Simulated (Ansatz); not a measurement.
One geometry of the cluster Pb₂O₂, several levels of theory.

```yaml
crystal:
  periodic: [false, false, false]
  atoms:
    - {symbol: Pb, position_ang: [-0.360143, 0.923832, -1.264509]}
    - {symbol: Pb, position_ang: [0.360196, -0.923938, 1.264394]}
    - {symbol: O, position_ang: [1.352084, 0.219935, -0.224501]}
    - {symbol: O, position_ang: [-1.352136, -0.219829, 0.224617]}
basis:
  gaussian: {orbitals: def2-SVP, initial_orbitals: start.molden}
hamiltonian: {xc: {name: LC-wPBE, parameters: {omega: 0.1/bohr}}}
scf: {omitted_lower_state_checks: [starts]}
output: {orbitals: {seedname: orbitals}}
```

The file start.molden holds the orbitals of an earlier run on this structure, at another level or in another basis.

```sh
$ ansatz run in.yaml --threads 4 --pin off --events-out ev --progress --plain --max-ram 4787MiB
```

Output, abridged:

```
Functional definition: LC-wPBE
878 factors; their error is unknown
69 factors; integrals over basis functions are off by at most 2.0e-7 eV
mean field evaluation 1: about -14586.7150 eV, gradient 3.5e1 eV
mean field evaluation 2: about -14587.2996 eV, gradient 9.1e-1 eV
mean field evaluation 4: about -14587.2897 eV, gradient 7.3e-2 eV
mean field -14587.28969378 eV, -536.0730086262 hartree, gradient 2.7e-5 eV, S^2 0.000000; 0 other end points of the search recorded, 0 dependent functions left out
reference -14587.28969386 eV, -536.0730086294 hartree; 30, 30 occupied and 50, 50 virtual orbitals, 878 factors
Total energy: -14587.28969386 eV, -536.0730086294 hartree
Checks for a lower state left out: starts
```

Run time 1.1 s (4 threads of Arm Neoverse V1 on a shared host).

First input, but with `gaussian: {orbitals: def2-TZVPD, initial_orbitals: start.molden}`, `hamiltonian: {xc: pbe, dispersion: d4}` (abridged; 2.2 s):

```
Functional definition: PBE
mean field -14592.50524024 eV, -536.2646764234 hartree, gradient 1.2e-5 eV, S^2 0.000000
Total energy: -14592.65398333 eV, -536.2701426311 hartree
Checks for a lower state left out: starts
```

As the first input, with `gaussian: {orbitals: def2-TZVPP, initial_orbitals: start.molden}`, `correlation: {method: ccsd_t}` and without the key `hamiltonian` (abridged; 64 s):

```
Functional definition: HF
mean field -14517.14067615 eV, -533.4950797770 hartree, gradient 1.8e-6 eV, S^2 0.000000
10 core orbitals not correlated: weight in the atoms' cores, before any rotation towards them, 1.000 or more for the frozen orbitals, at most 0.000 for the correlated occupied ones
second order -35.22089821 eV of doubles, -0.00000000 eV of singles
cycle   1  -31.35246915 eV  change     3.9e0 eV  update   2.4e-1
cycle   2  -32.59679649 eV  change    -1.2e0 eV  update   1.3e-1
cycle   3  -32.90853471 eV  change   -3.1e-1 eV  update   4.2e-2
cycle   4  -32.89492437 eV  change    1.4e-2 eV  update   1.8e-2
cycle   5  -32.87333654 eV  change    2.2e-2 eV  update   6.3e-3
cycle   6  -32.87595713 eV  change   -2.6e-3 eV  update   2.9e-3
cycle   7  -32.87735154 eV  change   -1.4e-3 eV  update   1.1e-3
cycle   8  -32.87618042 eV  change    1.2e-3 eV  update   3.8e-4
cycle   9  -32.87618338 eV  change   -3.0e-6 eV  update   1.4e-4
cycle  10  -32.87636845 eV  change   -1.9e-4 eV  update   5.7e-5
cycle  11  -32.87622710 eV  change    1.4e-4 eV  update   2.5e-5
cycle  12  -32.87622651 eV  change    5.9e-7 eV  update   1.3e-5
perturbative correction -1.30618618 eV, -0.0480014569 hartree
Total energy: -14551.32308884 eV, -534.7512602739 hartree
Checks for a lower state left out: starts
```

As the first input, with `gaussian: {orbitals: def2-TZVP, initial_orbitals: start.molden}`, `hamiltonian: {xc: {name: LC-wPBE}}`, `output: {forces: true, orbitals: {seedname: orbitals}}` (abridged; 2.7 s):

```
Functional definition: LC-wPBE
mean field -14593.05448414 eV, -536.2848607647 hartree, gradient 1.2e-5 eV, S^2 0.000000
Total energy: -14593.05448415 eV, -536.2848607649 hartree
Atom 0 force     0.265203    -0.682764     0.934791 eV/Å
Atom 1 force    -0.266336     0.682576    -0.933808 eV/Å
Atom 2 force    -0.867897    -0.141386     0.144079 eV/Å
Atom 3 force     0.869031     0.141574    -0.145062 eV/Å
Dipole moment:     0.000100    -0.000044    -0.000146 e Å
Checks for a lower state left out: starts
```

As the first input, with `gaussian: {orbitals: def2-TZVP, initial_orbitals: start.molden}`, `hamiltonian: {xc: r2scan, dispersion: d4}` (abridged; 3.3 s):

```
Functional definition: r2SCAN
mean field -14597.59693534 eV, -536.4517927670 hartree, gradient 1.8e-5 eV, S^2 0.000000
Total energy: -14597.62410031 eV, -536.4527910616 hartree
Checks for a lower state left out: starts
```

As the first input, with `hamiltonian: {xc: {name: LC-wPBE, parameters: {omega: 0.15/bohr}}}` (abridged; 0.95 s):

```
Functional definition: LC-wPBE
mean field -14587.43865901 eV, -536.0784829975 hartree, gradient 4.2e-5 eV, S^2 0.000000
Total energy: -14587.43865904 eV, -536.0784829988 hartree
Checks for a lower state left out: starts
```

First input, but with `gaussian: {orbitals: def2-TZVP, initial_orbitals: start.molden}`, `hamiltonian: {xc: pbe}`, `correlation: {method: rpa}` and without the key `output` (abridged; 4.2 s):

```
Functional definition: PBE
mean field -14592.40546839 eV, -536.2610098755 hartree, gradient 2.0e-6 eV, S^2 0.000000
10 core orbitals not correlated: weight in the atoms' cores, before any rotation towards them, 1.000 or more for the frozen orbitals, at most 0.000 for the correlated occupied ones
Total energy: -14561.28661990 eV, -535.1174132867 hartree
Checks for a lower state left out: starts
```

Geometry: PBE0-D4/def2-SVP.

In the def2 sets Pb takes a core potential; there is no spin–orbit coupling. LC-ωPBE has ω = 0.4 bohr⁻¹. Correlated methods freeze 10 core orbitals; core or outer-core shells of Pb are correlated, in sets that lack core-valence functions. At CCSD(T)/def2-TZVPP T1 of the charge 0 singlet is large (up to 0.023), so the single-reference result is doubtful. The structure comes from a short search, and lower isomers may exist.
